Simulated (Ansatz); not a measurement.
Relaxation of the cluster K5H5 with RKS PBE-D4/def2-SVP.

```sh
$ ansatz run in.yaml --threads 4 --pin off --events-out ev --progress --plain --max-ram 3916MiB
```

```yaml
crystal:
  periodic: [false, false, false]
  atoms:
    - {symbol: K, position_ang: [5.084950, 1.001380, -1.650370]}
    - {symbol: K, position_ang: [-2.854250, 0.199040, 1.129960]}
    - {symbol: K, position_ang: [1.710520, 0.271580, -0.637460]}
    - {symbol: K, position_ang: [-0.141680, 2.882030, 1.074830]}
    - {symbol: K, position_ang: [-1.498940, -1.540740, -1.676140]}
    - {symbol: H, position_ang: [-2.164840, -1.352900, 0.115060]}
    - {symbol: H, position_ang: [0.815600, -1.774480, 0.277680]}
    - {symbol: H, position_ang: [-1.235530, 1.510400, -1.333630]}
    - {symbol: H, position_ang: [0.225090, -1.312400, 0.604520]}
    - {symbol: H, position_ang: [0.059090, 0.116100, 2.095560]}
basis:
  gaussian: {orbitals: def2-SVP}
hamiltonian: {xc: pbe, dispersion: d4}
scf: {lower_state_search: "off"}
output: {orbitals: {seedname: orbitals}}
relax: {f_tol: 0.02, max_steps: 100}
```

It took 91 s on 4 threads of Arm Neoverse V1 on a shared host.

Positions (Å) and forces (eV/Å) at steps 1, 2, 3, 4, 5, 6, 7, 8, 9, 10, 11, 12, 13, 14, 15, 16, 17, 18, 19, 20, 21, 22, 23, 24, 25, 26, 27, 28 of 32:

```xyz
10
step=1 energy=-81661.1135 eV
K     5.085    1.001   -1.650    0.285    0.097   -0.086
K    -2.854    0.199    1.130   -0.319    1.314    1.046
K     1.711    0.272   -0.637   -0.077    0.305   -0.009
K    -0.142    2.882    1.075    0.134   -0.127   -0.086
K    -1.499   -1.541   -1.676    0.884   -0.154   -2.271
H    -2.165   -1.353    0.115   -0.564   -1.340    1.036
H     0.816   -1.774    0.278   -0.808    0.168    0.217
H    -1.236    1.510   -1.334    0.044   -0.148    0.358
H     0.225   -1.312    0.605    0.633   -0.597    0.075
H     0.059    0.116    2.096   -0.213    0.482   -0.280
10
step=2 energy=-81661.8014 eV
K     5.106    1.011   -1.657    0.269    0.090   -0.087
K    -2.876    0.308    1.227    0.051    0.332    0.266
K     1.712    0.296   -0.638   -0.102    0.205    0.008
K    -0.127    2.878    1.067    0.142    0.019   -0.107
K    -1.428   -1.554   -1.857    0.219    0.137   -0.551
H    -2.214   -1.467    0.176   -0.372   -0.714    0.100
H     0.783   -1.790    0.276   -0.305   -0.107    0.028
H    -1.233    1.489   -1.294    0.043   -0.105    0.282
H     0.240   -1.335    0.635    0.167   -0.235    0.181
H     0.037    0.163    2.066   -0.113    0.378   -0.120
10
step=3 energy=-81662.0595 eV
K     5.133    1.026   -1.666    0.246    0.087   -0.083
K    -2.830    0.292    1.250    0.109    0.103    0.133
K     1.716    0.313   -0.628   -0.087    0.139    0.043
K    -0.069    2.930    1.039    0.132    0.041   -0.035
K    -1.410   -1.510   -1.918    0.070    0.119   -0.212
H    -2.333   -1.620    0.168   -0.313   -0.473   -0.075
H     0.752   -1.809    0.277   -0.212   -0.126    0.020
H    -1.222    1.483   -1.237    0.014   -0.081    0.157
H     0.246   -1.350    0.672    0.098   -0.137    0.151
H     0.016    0.247    2.043   -0.057    0.327   -0.099
10
step=4 energy=-81662.2591 eV
K     5.178    1.052   -1.680    0.209    0.082   -0.073
K    -2.765    0.258    1.276    0.235   -0.052    0.087
K     1.724    0.331   -0.606   -0.097    0.080    0.105
K    -0.019    2.982    1.018    0.111   -0.081    0.042
K    -1.410   -1.475   -1.960   -0.027    0.078   -0.047
H    -2.472   -1.751    0.128   -0.234   -0.261   -0.131
H     0.714   -1.838    0.280   -0.143   -0.126    0.023
H    -1.215    1.469   -1.192    0.012   -0.051    0.079
H     0.257   -1.371    0.717    0.048   -0.062    0.113
H     0.008    0.343    2.019   -0.113    0.393   -0.197
10
step=5 energy=-81662.4630 eV
K     5.240    1.090   -1.696    0.153    0.073   -0.056
K    -2.644    0.200    1.320    0.200   -0.157    0.024
K     1.725    0.352   -0.558   -0.076    0.026    0.111
K     0.034    3.017    1.009    0.068   -0.077    0.046
K    -1.434   -1.443   -1.998   -0.101    0.045    0.033
H    -2.613   -1.872    0.071   -0.129   -0.076   -0.128
H     0.660   -1.879    0.292   -0.167   -0.014    0.130
H    -1.207    1.454   -1.158    0.026   -0.034    0.029
H     0.261   -1.394    0.768    0.090   -0.111   -0.023
H    -0.022    0.475    1.950   -0.064    0.325   -0.164
10
step=6 energy=-81662.6204 eV
K     5.322    1.140   -1.716    0.090    0.062   -0.035
K    -2.499    0.071    1.366    0.066   -0.150   -0.027
K     1.734    0.354   -0.493   -0.040    0.000    0.075
K     0.082    3.072    0.997    0.019   -0.007   -0.008
K    -1.524   -1.408   -2.056   -0.109    0.043    0.024
H    -2.747   -1.972   -0.019   -0.037    0.023   -0.081
H     0.586   -1.920    0.338   -0.063   -0.098    0.037
H    -1.183    1.429   -1.123    0.023   -0.041   -0.011
H     0.258   -1.411    0.829    0.003    0.005    0.049
H    -0.029    0.644    1.877    0.048    0.164   -0.024
10
step=7 energy=-81662.7104 eV
K     5.382    1.203   -1.730    0.041    0.054   -0.019
K    -2.365   -0.056    1.401    0.015   -0.106   -0.047
K     1.742    0.333   -0.423   -0.004   -0.013    0.037
K     0.091    3.119    0.951    0.003    0.046   -0.043
K    -1.680   -1.364   -2.168   -0.077    0.060    0.000
H    -2.828   -1.994   -0.117   -0.002    0.032   -0.028
H     0.528   -1.971    0.409   -0.142    0.075    0.177
H    -1.157    1.378   -1.118    0.016   -0.041   -0.012
H     0.269   -1.429    0.912    0.095   -0.152   -0.089
H     0.016    0.780    1.884    0.055    0.046    0.024
10
step=8 energy=-81662.7661 eV
K     5.416    1.285   -1.745    0.006    0.048   -0.007
K    -2.263   -0.168    1.391    0.038   -0.020   -0.005
K     1.753    0.285   -0.367    0.015   -0.004    0.022
K     0.095    3.167    0.887    0.003    0.023   -0.055
K    -1.832   -1.281   -2.260   -0.047    0.057   -0.053
H    -2.861   -2.004   -0.192    0.004    0.010   -0.007
H     0.441   -2.020    0.506    0.082   -0.668   -0.521
H    -1.123    1.338   -1.125    0.005   -0.036   -0.004
H     0.304   -1.476    1.003   -0.119    0.592    0.612
H     0.071    0.872    1.902    0.012   -0.004    0.019
10
step=9 energy=-81662.8170 eV
K     5.425    1.383   -1.756   -0.022    0.044    0.004
K    -2.157   -0.225    1.405    0.012   -0.018   -0.059
K     1.756    0.233   -0.310    0.023    0.002   -0.014
K     0.099    3.180    0.809    0.001    0.023   -0.089
K    -1.963   -1.194   -2.378   -0.033    0.085    0.026
H    -2.849   -1.985   -0.252    0.024    0.012   -0.011
H     0.325   -2.101    0.575   -0.031    0.569    0.602
H    -1.100    1.286   -1.140    0.023   -0.036    0.025
H     0.354   -1.520    1.127   -0.006   -0.624   -0.499
H     0.110    0.944    1.921    0.009   -0.058    0.016
10
step=10 energy=-81662.8851 eV
K     5.392    1.505   -1.762   -0.038    0.045    0.009
K    -2.084   -0.266    1.373    0.012    0.041   -0.071
K     1.760    0.179   -0.272   -0.020   -0.019   -0.030
K     0.142    3.163    0.690   -0.048   -0.065   -0.130
K    -2.086   -1.059   -2.448    0.041    0.183    0.106
H    -2.828   -1.976   -0.311    0.027    0.011   -0.024
H     0.245   -2.154    0.704    0.044    0.332    0.361
H    -1.067    1.245   -1.142    0.038   -0.109    0.078
H     0.383   -1.592    1.241   -0.063   -0.392   -0.284
H     0.143    0.955    1.927    0.006   -0.025   -0.015
10
step=11 energy=-81662.9826 eV
K     5.344    1.595   -1.761   -0.050    0.045    0.008
K    -2.039   -0.256    1.322   -0.010    0.032    0.000
K     1.745    0.131   -0.267   -0.002   -0.059   -0.014
K     0.130    3.099    0.547   -0.042   -0.053   -0.110
K    -2.110   -0.869   -2.418    0.047    0.117    0.021
H    -2.804   -1.961   -0.351    0.016    0.021   -0.017
H     0.211   -2.196    0.792   -0.025    0.004    0.045
H    -1.027    1.162   -1.106    0.038   -0.046    0.099
H     0.380   -1.653    1.318    0.024   -0.067    0.012
H     0.170    0.947    1.922    0.004    0.007   -0.044
10
step=12 energy=-81663.0423 eV
K     5.269    1.703   -1.763   -0.061    0.041    0.001
K    -2.020   -0.248    1.344    0.001   -0.003   -0.007
K     1.735    0.026   -0.268    0.000   -0.042    0.026
K     0.102    3.045    0.376    0.021   -0.034   -0.037
K    -2.077   -0.681   -2.432   -0.019   -0.032    0.000
H    -2.771   -1.902   -0.404    0.018    0.038   -0.029
H     0.161   -2.251    0.880   -0.023   -0.026    0.014
H    -0.993    1.080   -1.015    0.040    0.078    0.023
H     0.389   -1.725    1.400    0.016   -0.038    0.032
H     0.205    0.952    1.882    0.007    0.020   -0.023
10
step=13 energy=-81663.0778 eV
K     5.133    1.843   -1.772   -0.063    0.033    0.001
K    -1.976   -0.250    1.322   -0.027    0.039    0.001
K     1.709   -0.081   -0.225    0.023   -0.024    0.008
K     0.188    3.019    0.268    0.052    0.025    0.011
K    -2.101   -0.606   -2.475    0.017    0.009    0.018
H    -2.740   -1.856   -0.460    0.019    0.016   -0.016
H     0.117   -2.335    0.990    0.101    0.203    0.237
H    -0.946    1.116   -1.012   -0.031   -0.022   -0.056
H     0.380   -1.810    1.509   -0.105   -0.273   -0.193
H     0.236    0.961    1.856    0.013   -0.006   -0.012
10
step=14 energy=-81663.1120 eV
K     4.983    1.971   -1.790   -0.052    0.027   -0.001
K    -1.988   -0.193    1.311   -0.006    0.024   -0.019
K     1.693   -0.177   -0.200    0.012   -0.018    0.006
K     0.292    3.002    0.217    0.051    0.018    0.006
K    -2.066   -0.561   -2.489    0.006    0.002   -0.032
H    -2.690   -1.810   -0.487    0.009   -0.009    0.015
H     0.087   -2.405    1.072   -0.014   -0.003    0.027
H    -0.928    1.136   -1.041   -0.018    0.007   -0.025
H     0.353   -1.895    1.589   -0.002   -0.051    0.010
H     0.264    0.931    1.817    0.013    0.004    0.012
10
step=15 energy=-81663.1386 eV
K     4.837    2.092   -1.821   -0.039    0.016   -0.004
K    -1.975   -0.128    1.268   -0.007    0.014   -0.020
K     1.674   -0.265   -0.167    0.005   -0.003   -0.002
K     0.405    3.006    0.195    0.030   -0.016   -0.008
K    -2.053   -0.533   -2.549    0.015   -0.002    0.051
H    -2.628   -1.802   -0.503    0.028    0.014   -0.036
H     0.033   -2.480    1.160    0.014    0.059    0.073
H    -0.921    1.170   -1.073   -0.017    0.007   -0.008
H     0.326   -1.981    1.677   -0.035   -0.096   -0.042
H     0.303    0.921    1.813    0.006    0.007   -0.005
10
step=16 energy=-81663.1578 eV
K     4.684    2.199   -1.877   -0.017   -0.001   -0.012
K    -1.978   -0.067    1.207    0.007    0.024    0.043
K     1.641   -0.341   -0.145    0.016   -0.019    0.008
K     0.525    2.987    0.163   -0.007    0.013    0.005
K    -1.984   -0.500   -2.523    0.010    0.022   -0.124
H    -2.518   -1.805   -0.551    0.031   -0.026    0.052
H    -0.046   -2.545    1.238    0.016    0.062    0.060
H    -0.936    1.236   -1.073   -0.012    0.015    0.020
H     0.284   -2.078    1.762   -0.041   -0.081   -0.042
H     0.329    0.913    1.799   -0.002   -0.008   -0.010
10
step=17 energy=-81663.1764 eV
K     4.543    2.257   -1.944    0.003   -0.014   -0.024
K    -1.974   -0.003    1.246    0.015   -0.022   -0.089
K     1.626   -0.423   -0.114   -0.041   -0.014    0.011
K     0.573    2.980    0.145   -0.035   -0.016    0.000
K    -1.916   -0.464   -2.630    0.036    0.039    0.087
H    -2.335   -1.763   -0.576    0.044   -0.026    0.013
H    -0.133   -2.588    1.302    0.030    0.084    0.065
H    -0.981    1.273   -1.052   -0.020    0.055   -0.023
H     0.240   -2.170    1.838   -0.051   -0.093   -0.053
H     0.357    0.900    1.785    0.019    0.008    0.015
10
step=18 energy=-81663.2131 eV
K     4.410    2.255   -2.023    0.010   -0.030   -0.034
K    -1.935    0.029    1.180   -0.049   -0.007   -0.008
K     1.559   -0.498   -0.092    0.002   -0.020    0.002
K     0.590    3.001    0.154   -0.020   -0.021    0.008
K    -1.820   -0.397   -2.638    0.030    0.022    0.054
H    -2.146   -1.805   -0.598    0.110    0.032   -0.024
H    -0.208   -2.628    1.367    0.063    0.108    0.090
H    -1.035    1.405   -1.056   -0.070    0.013    0.004
H     0.201   -2.265    1.919   -0.081   -0.111   -0.083
H     0.384    0.901    1.786    0.005    0.012   -0.010
10
step=19 energy=-81663.2590 eV
K     4.343    2.220   -2.089    0.007   -0.036   -0.038
K    -1.957    0.045    1.173   -0.016    0.001   -0.016
K     1.531   -0.547   -0.078   -0.020   -0.052    0.013
K     0.589    2.994    0.151   -0.025   -0.016    0.014
K    -1.745   -0.337   -2.646    0.040    0.031    0.036
H    -1.953   -1.798   -0.624    0.133    0.038   -0.009
H    -0.248   -2.635    1.399    0.084    0.110    0.104
H    -1.119    1.488   -1.029   -0.102    0.023    0.003
H     0.179   -2.321    1.970   -0.099   -0.112   -0.098
H     0.380    0.892    1.774   -0.002    0.012   -0.008
10
step=20 energy=-81663.3187 eV
K     4.278    2.178   -2.147    0.001   -0.041   -0.042
K    -1.967    0.062    1.163   -0.007    0.005   -0.025
K     1.504   -0.605   -0.061   -0.035   -0.082    0.018
K     0.577    2.985    0.146   -0.024   -0.014    0.013
K    -1.672   -0.277   -2.660    0.052    0.046    0.039
H    -1.760   -1.781   -0.646    0.161    0.057    0.000
H    -0.282   -2.643    1.430    0.147    0.132    0.170
H    -1.216    1.576   -1.009   -0.130    0.018    0.005
H     0.158   -2.378    2.020   -0.159   -0.134   -0.165
H     0.380    0.883    1.763   -0.006    0.013   -0.012
10
step=21 energy=-81663.3902 eV
K     4.219    2.134   -2.199   -0.007   -0.044   -0.046
K    -1.976    0.078    1.154    0.000    0.009   -0.032
K     1.476   -0.667   -0.046   -0.044   -0.105    0.021
K     0.561    2.976    0.137   -0.022   -0.015    0.011
K    -1.601   -0.215   -2.671    0.065    0.062    0.044
H    -1.568   -1.753   -0.662    0.176    0.076    0.007
H    -0.310   -2.650    1.459    0.213    0.142    0.246
H    -1.318    1.656   -0.988   -0.148    0.004    0.006
H     0.138   -2.433    2.067   -0.223   -0.145   -0.240
H     0.379    0.873    1.749   -0.011    0.015   -0.017
10
step=22 energy=-81663.4701 eV
K     4.162    2.088   -2.251   -0.015   -0.046   -0.049
K    -1.984    0.095    1.142    0.006    0.009   -0.036
K     1.460   -0.737   -0.025   -0.039   -0.107    0.028
K     0.542    2.962    0.124   -0.026   -0.019    0.004
K    -1.526   -0.148   -2.676    0.075    0.075    0.042
H    -1.381   -1.711   -0.675    0.165    0.083    0.014
H    -0.332   -2.655    1.483    0.257    0.130    0.310
H    -1.430    1.728   -0.966   -0.145   -0.004    0.012
H     0.112   -2.488    2.113   -0.266   -0.135   -0.305
H     0.378    0.865    1.732   -0.012    0.014   -0.021
10
step=23 energy=-81663.5590 eV
K     4.118    2.021   -2.299   -0.032   -0.045   -0.048
K    -1.986    0.106    1.127   -0.019    0.004   -0.017
K     1.449   -0.822    0.000    0.005   -0.073    0.045
K     0.500    2.940    0.106   -0.025   -0.018   -0.009
K    -1.431   -0.066   -2.667    0.074    0.076    0.015
H    -1.197   -1.642   -0.675    0.121    0.048    0.001
H    -0.329   -2.651    1.491    0.094    0.059    0.119
H    -1.574    1.781   -0.934   -0.112    0.014    0.022
H     0.079   -2.527    2.143   -0.109   -0.071   -0.105
H     0.372    0.860    1.709    0.002    0.006   -0.022
10
step=24 energy=-81663.6314 eV
K     4.056    1.948   -2.370   -0.045   -0.042   -0.048
K    -2.012    0.111    1.113    0.015   -0.004   -0.028
K     1.471   -0.915    0.058    0.063   -0.009    0.059
K     0.458    2.916    0.078   -0.030   -0.015   -0.007
K    -1.310    0.043   -2.659    0.076    0.066    0.024
H    -1.014   -1.578   -0.683    0.018    0.030   -0.012
H    -0.336   -2.644    1.500    0.054    0.031    0.077
H    -1.727    1.837   -0.890   -0.069    0.004    0.010
H     0.048   -2.574    2.173   -0.079   -0.052   -0.062
H     0.366    0.855    1.678   -0.002   -0.010   -0.014
10
step=25 energy=-81663.6812 eV
K     3.970    1.876   -2.466   -0.049   -0.034   -0.044
K    -2.000    0.109    1.091   -0.042   -0.035   -0.018
K     1.543   -0.965    0.162    0.039    0.018    0.032
K     0.399    2.885    0.053   -0.015    0.026    0.010
K    -1.153    0.161   -2.647    0.048    0.026    0.015
H    -0.916   -1.519   -0.696    0.030    0.015    0.001
H    -0.346   -2.636    1.498    0.042    0.011    0.095
H    -1.862    1.872   -0.859    0.005    0.010    0.004
H    -0.002   -2.628    2.197   -0.077   -0.035   -0.090
H     0.367    0.845    1.667    0.020   -0.001   -0.005
10
step=26 energy=-81663.7075 eV
K     3.843    1.810   -2.604   -0.036   -0.022   -0.035
K    -2.065    0.047    1.054    0.122    0.053   -0.047
K     1.616   -0.975    0.273   -0.018    0.063    0.006
K     0.385    2.947    0.075   -0.048   -0.058    0.034
K    -1.022    0.233   -2.630    0.054    0.023    0.032
H    -0.792   -1.476   -0.699   -0.016   -0.022    0.013
H    -0.378   -2.639    1.498    0.078   -0.015    0.172
H    -1.871    1.901   -0.823   -0.006   -0.012   -0.016
H    -0.075   -2.707    2.216   -0.107   -0.004   -0.182
H     0.358    0.858    1.641   -0.024   -0.006    0.024
10
step=27 energy=-81663.7330 eV
K     3.695    1.763   -2.730   -0.005   -0.008   -0.029
K    -2.047    0.062    1.032    0.073    0.011   -0.034
K     1.655   -0.922    0.348   -0.036    0.024    0.016
K     0.370    2.956    0.136   -0.039   -0.027    0.017
K    -0.884    0.243   -2.614    0.016    0.001    0.018
H    -0.734   -1.485   -0.668    0.002    0.010    0.010
H    -0.402   -2.632    1.454    0.052   -0.024    0.129
H    -1.837    1.900   -0.842    0.006   -0.006   -0.001
H    -0.149   -2.761    2.183   -0.071    0.012   -0.143
H     0.332    0.876    1.701    0.004    0.007    0.017
10
step=28 energy=-81663.7413 eV
K     3.564    1.709   -2.863    0.018    0.004   -0.011
K    -1.968    0.047    0.996   -0.049    0.026    0.042
K     1.655   -0.870    0.467    0.062    0.006   -0.009
K     0.326    2.987    0.182    0.000    0.010   -0.006
K    -0.784    0.242   -2.608   -0.003    0.002   -0.013
H    -0.639   -1.465   -0.646   -0.007   -0.008    0.008
H    -0.446   -2.655    1.400    0.062   -0.051    0.193
H    -1.811    1.892   -0.851    0.011   -0.020    0.004
H    -0.250   -2.834    2.140   -0.072    0.045   -0.206
H     0.353    0.947    1.785   -0.022   -0.014   -0.002
```

The restricted singlet is unstable towards broken spin symmetry in Hartree–Fock (as tested in another run); at PBE-D4/def2-SVP this wasn't settled. In the singlet, H7 and H9 lie 0.78 Å apart (atoms count from 1), so H2 has formed as a molecule. Another isomer (singlet) lies 0.27 eV lower at PBE0-D4/def2-TZVP; other spin states weren't run for this one.
